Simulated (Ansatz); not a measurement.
A made-up structure of CH2GaO, doublet:

```tsv
atom	x (Å)	y (Å)	z (Å)
O1	0.9190	-1.4900	1.9035
C2	0.4617	-0.7501	0.9570
Ga3	-0.3107	0.5034	-0.6430
H4	-1.5804	-0.2872	-1.5107
H5	0.5103	2.0240	-0.7068
```

It is relaxed with PBE-D4/def2-SVP and then PBE0-D4/def2-TZVP (Ansatz 0.2.0). Atoms count as bonded within 1.22 times the sum of their covalent radii (H–H: 0.88 Å). The end point is not checked to be a true minimum.

(1) Does its bonding change? (Judge from chemistry; the calculation decides.)

## Answers

(1) By the calculation: No: no bond forms or breaks.

Where it ends: The first stage lowers the energy by 1.16 eV in 10 steps. It ends as CH₂GaO ([O][C][GaH2]):
O1  (0.820, -1.331, 1.700)
C2  (0.413, -0.670, 0.855)
Ga3  (-0.277, 0.449, -0.574)
H4  (-1.411, -0.256, -1.348)
H5  (0.455, 1.808, -0.632)
(Å)

Labels in which every atom is bracketed show which atoms are joined, not bond orders.

For scale, one of the runs: PBE0-D4/def2-TZVP relaxation, 122 basis functions, launched by `ansatz run in.yaml --threads 2 --pin off --events-out ev --progress --plain --max-ram 4352MiB`. The run took about 36 s on 2 CPU threads of an Arm Neoverse V1 (shared host).
